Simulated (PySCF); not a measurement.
C5H6Si, SMILES C#C[SiH2]C#CC.

Geometry: B3LYP-D3(BJ)/def2-SVP. This is a generated structure with no PubChem entry under its InChIKey; it may be hypothetical.

Two levels are set side by side: PBE/def2-TZVP (PySCF) and r2SCAN/def2-TZVP (PySCF). Same geometry, gas phase. Differences are taken from unrounded values.

```json
[
 {"quantity": "orbital gap (eV)", "PBE": "5.36"},
 {"quantity": "highest occupied level (eV)", "PBE": "-6.55"},
 {"quantity": "lowest empty level (eV)", "PBE": "-1.19"},
 {"quantity": "dipole moment (D)", "PBE": "1.73"},
 {"quantity": "mean polarisability (bohr³)", "PBE": "85.2"}
]
```

**Question.** These are the PBE values. What does r2SCAN give? (Estimate from the structure and the level; the computed values follow.)

**Answer.** 
```tsv
quantity	r2SCAN	PBE minus r2SCAN
orbital gap (eV)	5.81	-0.45
highest occupied level (eV)	-6.77	0.22
lowest empty level (eV)	-0.96	-0.23
dipole moment (D)	1.80	-0.06
mean polarisability (bohr³)	83.2	2.0
```

Rough cost on one machine, each run with all the roots and properties that it gave: r2SCAN against PBE about 4 times.
